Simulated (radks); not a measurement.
Problem. These are the eigenvalues of the occupied orbitals of an atom or ion with whole-number occupations (Ry). Calculated with a radial shooting solver on a logarithmic mesh with Libxc functionals: Dirac Kohn-Sham, PBE, spin-unpolarised, spherical densities, point nucleus.

| orbital | eigenvalue |
|---|---|
| 1s1/2 | -5112.954 |
| 2s1/2 | -1013.103 |
| 2p1/2 | -976.2670 |
| 2p3/2 | -882.3867 |
| 3s1/2 | -349.8749 |
| 3p1/2 | -333.8682 |
| 3p3/2 | -312.6892 |
| 3d3/2 | -286.4016 |
| 3d5/2 | -281.7038 |

Which element is it, and in what charge state? The configuration may be excited. Open shells, if any, are shared by 2j + 1.

Solution. Z = 73, tantalum, charge +45: Ta45+ in [Ar] 3d10. The list shows which subshells hold electrons but not how many an open one holds; the 1s level, -2556.5 hartree, gives Z - s = 71.5 by -(Z - s)^2/2, which with screening and relativity narrows Z to a few neighbours, and the depths of the outer levels then fix element, charge and occupations together.
